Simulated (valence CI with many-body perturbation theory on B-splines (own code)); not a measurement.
## Tl LXXV: one-electron terms

Level of theory: valence CI with perturbative core correlation (CI+MBPT): five valence electrons over a frozen Dirac-Fock core [He], a basis of 9 s, 9 p, 8 d, 6 f, 3 g, 1 h functions for each j, with the one-electron correlation potential Σ1 (screened to all orders), the two-electron term Σ2, the three-electron term Σ3, Breit, model QED; selected single and double excitations, second order for the rest (own B-spline code, finite nucleus).

No measured spectrum was set against this ion. As an estimate, large intervals hold to a few tenths of a per cent, small ones and those within an open d or f shell to about a per cent. Among the levels kept, up to 1200 cm⁻¹ of a level comes from second order outside the variational space, and about a tenth of that is noise between levels of different J, which matters for small intervals.

These are the spectroscopic orbitals of the CI (the correlating ones are not listed), shaped by the core and the other valence electrons. h is the expectation value of the core's Dirac-Fock operator, without the valence repulsion; Σ1 is computed up to l = 3 at one energy for each symmetry, that of its lowest orbital but kept below the first core excitation, so for empty shells it is not the orbital's own correlation shift; Breit and QED include the response of the core.

```tsv
Orbital	h (hartree)	Σ1 (cm⁻¹)	Breit (cm⁻¹)	QED (cm⁻¹)	⟨r⟩ (bohr)
2s1/2	-892.19	-1664	171368	219848	0.06620
3s1/2	-384.69	-424	46555	62544	0.1568
4s1/2	-211.82	-167	18179	25380	0.2879
5s1/2	-133.6	-82.6	9015	12683	0.4587
2p1/2	-883.68	-4966	346660	16749	0.05415
3p1/2	-382.29	-1155	90125	3447	0.1457
4p1/2	-210.84	-446	34921	1317	0.2775
5p1/2	-133.11	-218	17236	644	0.4491
2p3/2	-798.91	-2591	102991	33898	0.06231
3p3/2	-357.07	-613	29023	8937	0.1574
4p3/2	-200.3	-239	14933	3611	0.2931
5p3/2	-127.77	-118	7522	1811	0.4685
3d3/2	-356.22	-271	3091	-194	0.1327
4d3/2	-199.94	-119	1707	69.7	0.2691
5d3/2	-127.58	-61.8	816	66.0	0.4452
3d5/2	-349.45	-218	983	2663	0.1365
4d5/2	-197.07	-94.6	545	1257	0.2737
5d5/2	-126.11	-49.0	253	671	0.4509
4f5/2	-196.94	-20.2	17.1	-321	0.2352
5f5/2	-126.05	-11.6	14.3	-154	0.4128
4f7/2	-195.57	-18.5	5.2	302	0.2377
5f7/2	-125.35	-10.5	4.3	166	0.4156
5g7/2	-125.33		0.1	-105	0.3628
5g9/2	-124.91		0.0	84.2	0.3646
```

Among the shells of the start configuration 2s2 2p3, Σ1 is largest in size for 2p1/2, where it is 0.0026 % of h.

Lowest root of each symmetry, sizes in configuration state functions:

| J | Parity | Roots | Reference | Variational | Second order | Change by selected CI (cm⁻¹) | Change by second order (cm⁻¹) |
| --- | --- | --- | --- | --- | --- | --- | --- |
| 1/2 | even | 12 | 61 | 39995 | 114508 | -49607 | -44 |
| 3/2 | even | 15 | 85 | 39997 | 199587 | -50090 | -393 |
| 5/2 | even | 12 | 75 | 39994 | 248146 | -41897 | -493 |
| 7/2 | even | 5 | 40 | 39997 | 187323 | -40678 | -427 |
| 9/2 | even | 2 | 18 | 39276 | 89427 | -39436 | -17 |
| 1/2 | odd | 11 | 66 | 39998 | 133623 | -41240 | -60 |
| 3/2 | odd | 16 | 100 | 39998 | 187299 | -43239 | -226 |
| 5/2 | odd | 10 | 85 | 39995 | 233500 | -38792 | -487 |
| 7/2 | odd | 5 | 54 | 39989 | 203900 | -37565 | -474 |
| 9/2 | odd | 2 | 22 | 40000 | 132095 | -31822 | -41 |
